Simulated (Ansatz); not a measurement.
GeH8InN2PSiTe, SMILES `[NH2][In]([NH2])[Te][SiH]1[PH][GeH2]1`. Total charge 0; spin multiplicity 1. In, Te: def2 effective core potential.

```
atom    x (Å)    y (Å)    z (Å)
  N1   2.4241   1.4400   2.5749
 In2   1.1906   0.7714   1.1212
  N3  -0.7970   0.6937   1.4920
 Te4   2.3244   0.0305  -1.2056
 Si5   0.3450  -1.1385  -2.1291
  P6  -1.1304  -2.3858  -0.9503
 Ge7  -1.8693  -0.4729  -2.1728
  H8   2.0835   1.3854   3.5245
  H9   3.3781   1.1107   2.5498
 H10  -1.1151   1.2638   2.2645
 H11  -1.4078   0.8532   0.7032
 H12   0.7816  -1.8349  -3.3654
 H13  -0.9883  -1.5633   0.2048
 H14  -2.4092   0.6457  -1.2751
 H15  -2.8100  -0.7989  -3.3367
```

**Question.** List the harmonic frequencies (cm⁻¹, unscaled) at PBE0-D4/def2-TZVP in Ansatz. (An estimate is asked.)

**Answer.** Ansatz gave: 18, 45, 53, 77, 99, 117, 122, 136, 186, 230, 237, 271, 296, 376, 389, 395, 437, 457, 488, 517, 587, 599, 611, 677, 700, 741, 769, 800, 845, 1552, 1558, 2150, 2170, 2223, 2373, 3551, 3565, 3653, 3668.

**Question.** Is this a minimum?

**Answer.** Yes, all 39 modes are real.

**Question.** Give the ideal-gas thermochemistry at 298.15 K and 1 bar (rigid rotor, harmonic oscillator; point group C1, symmetry number 1).

**Answer.** Zero-point energy 225.7 kJ/mol; H(298) − E = 266.2 kJ/mol; entropy 535.9 J/(mol·K), of which translation 183.9, rotation 138.9, vibration 213.1; G(298) − E = 106.4 kJ/mol. Modes under 100 cm⁻¹ are hindered rotations or soft bends, so the harmonic entropy is rough.
